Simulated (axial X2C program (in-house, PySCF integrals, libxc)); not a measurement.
**Potential curves of ZnSi, 2c**

Computed with an axial X2C code built on PySCF integrals. Two-component (2c) means X2C with spin–orbit coupling and atomic mean-field two-electron Coulomb and Gaunt terms. Basis: Zn dyall-v3z [9s10p6d3f2g], Si dyall-v3z [8s7p2d1f] (cores contracted in-house); Gaussian nuclei, density fitting, unrestricted open shells. Masses: Zn 63.929 u, Si 27.977 u.

State: Ω = 1 (⟨Sz⟩ = 1.00, ⟨Lz⟩ = 0.00 at BHandHLYP). Energies in eV from the fragments at the same level (Zn + Si). Fits are polynomials in 1 − R0/R over 0.85 to 1.23 times the lowest point R0.

```tsv
R (Å)	BHandHLYP	TPSSh	PBE0
2.0749	-0.0886	-0.6429	-0.5595
2.1704	-0.3394	-0.8572	-0.7858
2.2419	-0.4520	-0.9427	-0.8791
2.3134	-0.5180	-0.9817	-0.9251
2.3850	-0.5495	-0.9864	-0.9359
2.4685	-0.5554	-0.9614	-0.9171
2.5519	-0.5389	-0.9144	-0.8754
2.6593	-0.4982	-0.8350	-0.8018
2.7904	-0.4344	-0.7257	-0.6982
2.9812	-0.3378	-0.5675	-0.5471
```

Occupations by symmetry block were frozen at the best pattern of an incomplete PBE0 search. De is counted from the lowest determinant-based energies of the atoms at the same level, without counterpoise correction. Density functionals use the spin component along the axis (collinear). The 2c atoms are single determinants rather than J levels; their spin–orbit lowering is only partly caught, and De is too large by that part. This holds for BHandHLYP, TPSSh, PBE0. PBE0 can misorder states that lie within some tenths of an eV, so this need not be the ground state of the molecule. The nearest other 2c determinant of the search, Ω = 0, lies 0.76 eV up at the distance of the search. The functionals have no current-density term, which raises determinants with orbital currents, atoms included. With several unpaired electrons one determinant need not be a pure state. Open-shell Ω = 0 determinants with evenly filled partner blocks cannot be reached by this program, so the Ω shown need not be the lowest component. This is the Ω = 1 component of a π² triplet; the 0⁺ component is not one determinant and can lie lowest.

Q: Fit the BHandHLYP curve near its minimum: give the equilibrium distance, the harmonic wavenumber and the well depth.

A: At BHandHLYP, 2c: Re = 2.444 Å, ωe ≈ 224 cm⁻¹, De = 0.56 eV to Zn + Si; Be follows as 0.145 cm⁻¹.

Q: What are Re, ωe and De at the TPSSh level?

A: At TPSSh, 2c: Re = 2.360 Å, ωe ≈ 274 cm⁻¹, De = 0.99 eV to Zn + Si; Be follows as 0.155 cm⁻¹.

Q: What are Re, ωe and De at the PBE0 level?

A: At PBE0, 2c: Re = 2.376 Å, ωe ≈ 268 cm⁻¹, De = 0.94 eV to Zn + Si; Be follows as 0.153 cm⁻¹.
